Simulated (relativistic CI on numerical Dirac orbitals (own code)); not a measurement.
## Hyperfine structure of As¹⁷⁺, mass number 75

Calculated at this level of theory: Dirac-Coulomb-Breit CI, KLI orbitals optimised for each configuration, model QED (radiative potential, 1s self-energy scaled to tabulated hydrogen-like ionisation energies), unscaled Slater integrals (own radial code, finite nucleus).

CI space (outside the closed core [Ne]): 3s²3p⁴, 3s3p⁵, 3s²3p³3d, 3p⁶, 3s3p⁴3d, 3p⁵3d, 3s3p³3d², 3s²3p³4s, 3s²3p²3d4p, 3p⁵4s, 3s²3p³4p, 3p⁵4p, 3s3p³3d4s, 3s²3p²3d², 3s²3p3d³, 3s3p²3d³, 3s²3p3d²4s, 3s²3p3d²4p, 3p⁴3d², 3p³3d³, 3p³3d²4s, 3p³3d²4p. Double excitations out of closed p, d and f shells are left out; levels of such configurations are missing from the list, as are those of other unlisted configurations, and high levels can miss mixing partners.

Nuclear spin I = 3/2, μ = 1.4383 μN, Q = 0.311 b (tables of Stone and Pyykkö). The electronic factors are computed for point nuclear moments, without core polarisation or the Bohr-Weisskopf and QED corrections.

| Level | E (eV) | A (MHz) | B (MHz) |
| --- | --- | --- | --- |
| 3s²3p⁴ ³P2 | 0.0000 | 10530 | 4200 |
| 3s²3p⁴ ³P1 | 6.0510 | -806.5 | -3150 |
| 3s²3p⁴ ¹D2 | 10.4101 | 22700 | -10600 |
| 3s3p⁵ ³P°2 | 56.7837 | 46960 | -5720 |
| 3s3p⁵ ³P°1 | 60.4255 | 28010 | 2520 |
| 3s3p⁵ ¹P°1 | 73.1957 | 46280 | -4310 |
| 3s²3p³3d ⁵D°2 | 75.0135 | 4497 | -224 |
| 3s²3p³3d ⁵D°3 | 75.0581 | 3932 | 701 |

Levels with J = 0, under 50 % of one LS term, or S terms without an open s electron are left out. Small factors come from cancelling terms and can be off by tens of per cent or more.

At this charge energies of transitions that change n are usually good to better than 1 %, and those within a shell (Δn = 0) to a few per cent.

(1) Give the hyperfine levels of 3s²3p⁴ ³P2 relative to its centre of gravity.

Answers

(1) With K = F(F + 1) − I(I + 1) − J(J + 1), E = AK/2 + B[¾K(K + 1) − I(I + 1)J(J + 1)]/[2I(2I − 1)J(2J − 1)]: F = 1/2: -43690, F = 3/2: -31580, F = 5/2: -7890, F = 7/2: 32630 MHz.

LS names give the leading component of a level, which can be under half, so a name can repeat, a term be missing and a line seem to break the LS rules.
